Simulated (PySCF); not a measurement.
Molecule: `C[C@]1(F)CC1(F)F`, C4H5F3.

Structure with atom numbers: `[CH3:1][C@:2]1([F:3])[CH2:4][C:5]1([F:6])[F:7]` (H(Xn): hydrogen on atom n). Ha(C4) is pro-R; Hb(C4) is pro-S.

Spin–spin couplings on one PBE0-D3(BJ)/def2-SVP geometry, PySCF 2.14.0 with density-fitted response routines, gas phase, non-relativistic, equivalent pairs averaged (spin–dipole term only in couplings to heteroatoms); isotopes 19F; functional B3LYP.

Reference values (Hz): 2J(F6,F7) = 168.7 (measured; solution; Gryff-Keller and Szczecinski, RSC Adv. 2016, 6, 82783).

**Question.** How do the couplings (Hz) change with the basis set? Times are CPU seconds on shared hosts with different chips, so compare them loosely. Far from the basis limit: pcJ-0, 6-31G*, def2-TZVP, cc-pVTZ.

**Answer.** 
```
basis set  functions  2J(F6,F7)  abs. error  core-s
    pcJ-0        106       43.1       125.6     9.7
   6-31G*        108      199.3        30.6     9.1
    pcJ-1        239      137.7        31.0      33
def2-TZVP        247       80.0        88.7      34
  cc-pVTZ        280       88.0        80.7      38
```

Errors compare magnitudes, without vibrational corrections. Closest: 6-31G* and pcJ-1, practically level; furthest: pcJ-0.

The Fermi-contact term samples the wavefunction at the nucleus, which is why sets with added tight s functions (names with J) are made for couplings. Agreement of an ordinary basis with the reference is then largely a cancellation of errors.
